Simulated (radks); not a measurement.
The numbers below are computed, except where a source is named.
Species: the zinc ion Zn18+. Configuration: [Ne] 3s2 (the NIST ground configuration).

Level of theory: scalar-relativistic Kohn-Sham, exchange-only LDA, spin-polarised, spherical densities, point nucleus (a radial shooting solver on a logarithmic mesh with Libxc functionals).

Energy parts (eV):
total: -44008.273
kinetic: 44808.396
electron-nucleus: -96437.946
Hartree: 8881.608
exchange: -1260.331

Orbitals (lengths in bohr, moments of r in powers of bohr):
[
 {"orbital": "1s", "occ.": "2", "eigenvalue (eV)": "-10212.73", "<r^2>": "0.003412", "<1/r>": "30.19"},
 {"orbital": "2s", "occ.": "2", "eigenvalue (eV)": "-1830.765", "<r^2>": "0.05870", "<1/r>": "6.667"},
 {"orbital": "2p", "occ.": "6", "eigenvalue (eV)": "-1684.217", "<r^2>": "0.04643", "<1/r>": "6.541"},
 {"orbital": "3s", "occ.": "2", "eigenvalue (eV)": "-677.2444", "<r^2>": "0.3607", "<1/r>": "2.591"}
]

The highest occupied level is 3s at -677.24 eV. The density falls to 0.001 e/bohr^3 at r = 1.32 bohr.
